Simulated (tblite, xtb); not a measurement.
C$_{3}$H$_{9}$Sb, singlet, at a GFN2-xTB geometry. Base run: GFN1-xTB (xtb).

Input for xtb:
```
$ xtb mol.xyz --gfn 1 --json

# file mol.xyz
13

Sb    -0.00673821     0.00740301     0.43142423
C      0.19254380    -1.82326529    -0.71473966
H      1.11761127    -2.32368584    -0.45225624
H      0.19814442    -1.59192199    -1.77443677
H     -0.63697105    -2.48620389    -0.49681510
C      1.48921748     1.04940145    -0.74378095
H      2.47603995     0.67127683    -0.50237513
H      1.45823690     2.11023739    -0.52301994
H      1.29510059     0.89708791    -1.80001401
C     -1.64668376     0.73532555    -0.78736976
H     -2.55198411     0.18722995    -0.55265593
H     -1.40872327     0.60197337    -1.83717977
H     -1.81427087     1.78768245    -0.58854042
```

Programs used: tblite, xtb; a row that names a program was run with it.

The base run was repeated with changes; each row names its change, and settings that it needs were set with it.

```
change                                                      ΔE vs base (kJ/mol)  HOMO-LUMO gap (eV)  dipole (D)  G_solv (kcal/mol)  SCF cycles
----------------------------------------------------------  -------------------  ------------------  ----------  -----------------  ----------
base                                                                       0.00                6.02        0.84                  -           9
alpb = hexane                                                            -15.47                6.02        0.86              -3.70           9
program = tblite; method = gfn1; option = (--alpb, water)                 -1.12                   -           -                  -           -
program = tblite; method = gfn1; option = --grad                           0.00                   -           -                  -           -
acc = 1000                                                                 0.00                6.02        0.84                  -           7
program = tblite; method = gfn1; option = --spin-polarized                 0.00                   -           -                  -           -
etemp = 3000                                                               0.00                6.02        0.84                  -           9
alpb = cs2                                                               -16.43                6.02        0.86              -3.93           9
etemp = 1000                                                               0.00                6.02        0.84                  -           9
gbsa = methanol                                                             [?]                 [?]         [?]                [?]           9
```

Some entries are withheld; supply them.


- gbsa = methanol, ΔE vs base (kJ/mol): -10.91
- gbsa = methanol, HOMO-LUMO gap (eV): 6.03
- gbsa = methanol, dipole (D): 0.88
- gbsa = methanol, G_solv (kcal/mol): -2.63

ALPB and GBSA are two models with their own fitted parameters for each solvent, which aren't always the measured dielectric constant.
